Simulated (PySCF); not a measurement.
Interval between two levels of Tc⁺ by level of theory

Tc⁺ [Kr] 4d5 5s1 [7S3, M_J = 3] → Tc⁺ [Kr] 4d4 5s2 [5D4, M_J = 4], as a difference of total energies. All numbers are calculated (PySCF 2.14, the two-component X2C-1e Hamiltonian, in x2c-TZVPall-2c with one added diffuse shell each of s, p, d type (9s10p8d1f, 86 functions)). Correlated levels: [Ar] 3d10 frozen; the 6 highest virtual spinors dropped. "Screened" scales the spin-orbit matrix elements by Boettger's factors to mimic the two-electron term; Breit and QED terms are absent.

```csv
method,interval between two levels (cm⁻¹)
GHF (spin-free),52459
GMP2 (spin-free),46752
GHF (screened spin-orbit),53368
GMP2 (screened spin-orbit),47690
```

The labels give the starting determinants; with spin-orbit coupling the two ends relaxed to ⟨J²⟩ = 12.00, ⟨L²⟩ = 0.02, ⟨S²⟩ = 11.99 and ⟨J²⟩ = 20.14, ⟨L²⟩ = 6.22, ⟨S²⟩ = 5.98.
